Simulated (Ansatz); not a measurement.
Geometry optimisation, RHF/6-31G* (Ansatz).

input.yaml

```yaml
crystal:
  periodic: [false, false, false]
  atoms:
    - { symbol: B, position_ang: [-0.024349, 0.577748, -0.566027] }
    - { symbol: Cl, position_ang: [-0.06194, 0.057876, 2.467304] }
    - { symbol: "N", position_ang: [1.229981, -0.005749, -0.825287] }
    - { symbol: H, position_ang: [1.342358, -0.927223, -1.179215] }
    - { symbol: H, position_ang: [2.078724, 0.415051, -0.52413] }
    - { symbol: "N", position_ang: [-1.264253, -0.009417, -0.883263] }
    - { symbol: H, position_ang: [-1.369779, -0.940428, -1.214345] }
    - { symbol: H, position_ang: [-2.124889, 0.440358, -0.671661] }
    - { symbol: F, position_ang: [-0.037469, 1.811251, -0.047519] }
    - { symbol: H, position_ang: [-0.128385, 1.288432, 2.004843] }
basis:
  gaussian: { orbitals: "6-31G*" }
hamiltonian:
  xc: hf
relax:
  f_tol: 0.03
  max_steps: 50
```

Run as:

```bash
$ ansatz run input.yaml --threads 1 --pin off --max-ram 2048MiB --backend cpu --events-out ev --progress --plain --runs-dir out
```

**Question.** Where does it end, and by what steps?

**Answer.** The forces met the threshold. The force dipped under the threshold on the way, but the program's further checks kept it going. After 16 steps the energy has fallen by 0.264 eV; Cl2 moved furthest, 1.71 Å.

```csv
step,energy less start (eV),largest force component (eV/Å),accepted
0,0.0000,1.499,yes
1,-0.1166,0.986,yes
2,-0.1379,1.227,yes
3,-0.2028,0.174,yes
4,-0.2184,0.209,yes
5,-0.2316,0.270,yes
6,-0.2355,0.429,yes
7,-0.2466,0.273,yes
8,-0.2567,0.072,yes
9,-0.2568,0.068,yes
10,-0.2571,0.460,yes
11,-0.2618,0.036,yes
12,-0.2624,0.016,yes
13,-0.2628,0.136,yes
14,-0.2634,0.093,yes
15,-0.2638,0.004,yes
16,-0.2639,0.012,yes
```

```xyz
10
Properties=species:S:1:pos:R:3
B -0.033 0.314 -0.627
Cl -0.096 1.141 3.794
N 1.233 -0.083 -1.095
H 1.376 -0.687 -1.871
H 2.071 0.230 -0.661
N -1.266 -0.078 -1.179
H -1.358 -0.680 -1.965
H -2.130 0.239 -0.804
F -0.068 1.139 0.443
H -0.089 1.172 2.526
```

Whether the end is a true minimum wasn't checked by a vibrational analysis.

The run took 23 s on 1 thread of Intel(R) Xeon(R) 6975P-C (Granite Rapids), on a shared host, peak memory 0.18 GiB.
